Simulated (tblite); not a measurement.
Run record: tight-binding relaxation, `Cc1cn(C[SeH])cn1`.

Computed with GFN2-xTB geometry optimisation, gas phase (tblite 0.8.0). Start geometry: from a force field or distance geometry. The command runs a driver script over a list of jobs; the input below is this job's line of settings and its coordinates in Å.

Command:
```bash
OMP_NUM_THREADS=1 python probes_run.py task.json out
```

Input:
```
{"job": {"kind": "relax", "xc": "GFN2-xTB", "basis": "xTB"}, "charge": 0, "multiplicity": 1}
C      2.798500     0.123200     0.218600
C      1.351700     0.129200    -0.204400
C      0.356500    -0.603700     0.403400
N     -0.800300    -0.264100    -0.224100
C     -2.140600    -0.734600     0.135900
Se    -2.891900     0.388300     1.531100
C     -0.473700     0.658700    -1.141700
N      0.854100     0.933000    -1.147900
H      3.098500    -0.894400     0.546200
H      2.927300     0.836100     1.064000
H      3.427300     0.433900    -0.634600
H      0.433900    -1.296800     1.228300
H     -2.804100    -0.689200    -0.754400
H     -2.094300    -1.784500     0.483000
H     -2.855500     1.627900     0.615400
H     -1.195200     1.145900    -1.771200
```

Output:
```
step      E/eV     max force
  0    -647.54514    2.678
  1    -647.72374    0.911
  2    -647.77393    0.492
  3    -647.79754    0.278
  4    -647.80236    0.191
  5    -647.80940    0.196
  6    -647.81577    0.252
  7    -647.82063    0.209
  8    -647.82414    0.148
  9    -647.82706    0.127
... (38 lines left out)
 48    -647.84231    0.018
 49    -647.84234    0.016
 50    -647.84237    0.012
 51    -647.84239    0.013
 52    -647.84242    0.013
 53    -647.84245    0.015
 54    -647.84250    0.015
 55    -647.84254    0.012
 56    -647.84256    0.012
 57    -647.84257    0.010
```

«max force» is the largest atomic force in eV/Å.

Q: From which step on does the largest force stay under 0.1 eV/Å, and how much energy is left to gain from there?

A: From step 12 (0.099 eV/Å), 9.0 meV above the end.

Summary of the converged run: energy lowered by 6.9 kcal/mol over 57 steps; largest atomic force 0.010 eV/Å at the end.

Q: Where do the atoms end?

A: 0.089 Å rms from the input after alignment:
```
atom  x, y, z in Å
C1     2.8129    0.1259    0.1954
C2     1.3610    0.1125   -0.1248
C3     0.3528   -0.6011    0.4592
N4    -0.8010   -0.2579   -0.2027
C5    -2.1050   -0.7128    0.0761
Se6   -3.0265    0.3684    1.5038
C7    -0.4336    0.6551   -1.1416
N8     0.8436    0.8887   -1.1244
H9     3.1386   -0.8541    0.5365
H10    3.0216    0.8529    0.9802
H11    3.3733    0.4117   -0.6903
H12    0.3504   -1.3064    1.2648
H13   -2.7338   -0.6600   -0.8146
H14   -2.0928   -1.7305    0.4720
H15   -2.9339    1.6136    0.7758
H16   -1.1353    1.1028   -1.8177
```

On one thread, Arm Neoverse V2 (aarch64), shared host with 96 logical CPUs at a one-minute load of 41, this took 0.3 s.
Labels such as C1 count atoms from 1, the log's own numbers from 0.
